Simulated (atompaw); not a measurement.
# Before and after: PAW (atompaw) potential for Pt

* Element: Pt
* Generator: atompaw 4.2.0.5
* Type: PAW
* Functional: LDA (PW92)
* Relativity: scalar-relativistic
* Frozen core: [Kr] 4d10 4f14
* Valence charge: 18
* Reference configuration: 5s2 5p6 5d9 6s1 6p0
* Partial waves: 5s (bound): rc 1.65 bohr; 6s (bound): rc 1.80 bohr; 5p (bound): rc 1.20 bohr; 6p (bound, empty): rc 1.80 bohr; 5d (bound): rc 1.50 bohr; 5d channel at 1.65 Ry: rc 1.50 bohr
* Local potential: bessel scheme, radius 1.70 bohr
* Core correction: smooth core density matched at 1.50 bohr
* Augmentation charge: sinc compensation charge, radius 1.45 bohr; PAW radius 1.80 bohr; waves and projectors: modrrkj vanderbiltortho

Change: wave 6s (bound): rc 1.80 bohr becomes 6s (bound): rc 1.08 bohr.

Cutoffs: the cutoffs (Ry, on a coarse ladder) from which the occupation-weighted sum of valence levels, in a spherical-Bessel basis at the reference potential, stays within 10 and 1 mRy of its value at 400 Ry; they do not see the model core or the augmentation charge, which bear on the density cutoff.

Question: What does the change do?

Answer: The potential gets harder (45 Ry and 70 Ry → 80 Ry and 100 Ry); a bound ghost appears in s, which as a rule spoils a file; the range in which the s phases agree narrows (upper end at the end of the scan → 1.0).

| quantity | base | changed |
| --- | --- | --- |
| cutoff, loose | 45 Ry | 80 Ry |
| cutoff, tight | 70 Ry | 100 Ry |
| loose cutoff by channel (10 mRy a level) | s 18 Ry, p 30 Ry, d 30 Ry | s 80 Ry, p 30 Ry, d 30 Ry |
| bound ghosts | none | s |
| s: phases at 1.80 bohr within 0.05 rad from the reference energy up to (Ry; the scan ends near 5) | to the end of the scan | 1.0 |
| p: phases at 1.80 bohr within 0.05 rad from the reference energy up to (Ry; the scan ends near 5) | to the end of the scan | to the end of the scan |
| d: phases at 1.80 bohr within 0.05 rad from the reference energy up to (Ry; the scan ends near 5) | -0.3 | -0.3 |
| lowest overlap eigenvalue by channel | s 0.79, p 0.73, d 0.02 | s 0.29, p 0.73, d 0.02 |

 A true bound ghost makes a file unfit for plane-wave use even where its test errors are small: the radial tests pick states by their node count and pass the ghost by. The cutoffs see the waves, projectors and local potential, not the compensation charge or the core.
